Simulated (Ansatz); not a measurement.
Cartesian coordinates in Å:
```
Ge -0.628 0.366 0.173
H 0.497 0.536 -0.944
H 0.131 -0.902 0.771
```

Total charge 0; spin multiplicity 1.

(1) List the PBE0/def2-TZVPP orbital energies in eV (Ansatz). (Best estimate.)

## Answers

(1) Ansatz gave: Occupied: -10860.24, -1358.47, -1208.36, -1208.25, -1208.23, -171.13, -121.14, -120.80, -120.72, -33.89, -33.80, -33.73, -33.51, -33.44, -14.45, -8.82, -6.89. Lowest empty: -3.03, 1.08, 1.60, 4.74, 5.16, 5.29, 5.34, 5.99.
